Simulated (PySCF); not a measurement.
**Correlation energy of Si²⁺ (silicon, charge +2)**

[Ne] 3s2, closed-shell 1S. Calculation: PySCF 2.14, in def2-QZVPPD (10s6p5d2f1g, 76 functions); the non-relativistic Hamiltonian (point nucleus). Frozen: [Ne]; 2 electrons correlated.

With two correlated electrons CCSD is exact within the correlated space (frozen core and kept virtual orbitals).

```json
{"level": "CCSD", "correlation energy (mhartree)": "-45.67"}
```

Diagnostics: T1 = 0.0065, D1 = 0.0092, largest double amplitude 0.115.

Cost of the coupled-cluster step: about 0.8 core-seconds, for 2 correlated electrons.
